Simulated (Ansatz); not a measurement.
Reactions of C$_{7}$H$_{14}$ (`C1CCCCCC1`).

Computed with Ansatz on PBE0-D4/def2-TZVP structures; ΔE is electronic, products minus reactants. CCSD(T)/CBS is the MP2 limit (def2-TZVPP, def2-QZVPP) plus CCSD(T) − MP2 in def2-TZVPP, frozen cores. This one scheme is used for every species, atoms too. For atomizations the MP2-based limit and the directly extrapolated one differ by several kJ/mol either way, and by 10 to 25 for some Ge, Se and Sn compounds, so smaller differences from it don't rank the levels. Open shells (•) are unrestricted, without spin–orbit coupling. Spin–orbit coupling would lower the free atoms: a little for C. Each species was taken in one conformer, which may not be the lowest.

(1) Order these by ΔE at CCSD(T)/CBS, lowest first. (Best estimate.)
A. `C1CCCCCC1` → `C[C@@H]1CC[C@@H](C)C1`
B. `C1CCCCCC1` → 7 C• + 14 H•
C. `C1CCCCCC1` → `CC/C=C(\C)CC`

Largest T1 diagnostic: 0.009, for `CC/C=C(\C)CC`.

Answers

(1) A (-11.6 kJ/mol), C (+48.7 kJ/mol), B (+8585.7 kJ/mol).
